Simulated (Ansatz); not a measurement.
Cartesian coordinates in Å:
```
C -1.227 0.723 0.078
N -0.345 -0.380 0.401
Si 1.251 -0.600 -0.083
F 2.280 0.418 0.586
Br 1.460 -0.225 -2.254
H -2.207 0.361 -0.242
H -1.365 1.404 0.923
H -0.807 1.297 -0.748
H -0.716 -1.033 1.072
H 1.676 -1.966 0.267
```

Charge 0, multiplicity 1.

Problem. List the PBE0/def2-TZVPP orbital energies in eV (Ansatz 0.2.0). (Best estimate.)

Solution. The calculation gave: Occupied: -13150.00, -1804.36, -1704.91, -1535.45, -1535.40, -1535.40, -673.80, -391.54, -279.14, -238.74, -179.09, -178.92, -178.91, -146.46, -101.17, -101.14, -101.10, -72.59, -72.54, -72.54, -72.40, -72.40, -33.21, -25.19, -21.67, -19.25, -15.72, -14.23, -13.28, -12.83, -12.62, -12.28, -11.53, -10.48, -10.02, -8.72, -8.60, -7.54. Lowest empty: 0.65, 0.77, 1.21, 1.75, 2.46, 2.69, 3.26, 3.39.
